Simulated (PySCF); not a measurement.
Computed IR spectrum (relative IR intensity) of a molecule C5H4N, multiplicity 2. Coordinates come from a PBE-D3(BJ)/def2-SVP optimisation. The values are those of a single conformer. Calculation: PBE-D3(BJ)/def2-SVP (PySCF). Frequencies are harmonic and unscaled.

Lines under 2 % of the strongest are left out, and lines within 2 cm⁻¹ are merged.

ν (cm⁻¹): 433 (m), 692 (w), 739 (s), 930 (vs), 1047 (m), 1190 (w), 1251 (vw), 1314 (vw), 1378 (m), 1424 (m), 1504 (vs), 1607 (m), 3068 (m), 3071 (w), 3118 (w) (against the strongest line: vs over 80 %, s over 45 %, m over 15 %, w over 4 %, vw less)

### Question
Identify the compound among the candidates.
A) [c]1ccccn1
B) [c]1cccnc1
C) [c]1ccncc1

### Answer
C, [c]1ccncc1
